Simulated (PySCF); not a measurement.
Au⁺: excitation energy

Au⁺ [Xe] 4f14 5d10 (1S) → Au⁺ [Xe] 4f14 5d9 6p1 (high-spin determinant), as a difference of total energies. All numbers are calculated (PySCF 2.14, scalar relativity by spin-free X2C-1e, in x2c-TZVPPall). Correlated levels: valence and next inner shell: [Kr] 4d10 4f14 frozen. The calculations carry no spin-orbit coupling.

```tsv
method	excitation energy (cm⁻¹)
UHF	66476
MP2 (valence and next inner shell)	75206
SCS-MP2 (valence and next inner shell)	74773
CCSD (valence and next inner shell)	72493
CCSD(T) (valence and next inner shell)	72562
```

A first-order spin-orbit estimate (lowest level to lowest level, LS coupling) adds -0.362 eV.

The basis was made for the ground configuration and has no added diffuse functions, so the excitation energy can come out too high.

The determinant of the upper state mixes LS terms, which raises its energy above the lowest term, most at the Hartree-Fock and MP2 levels.
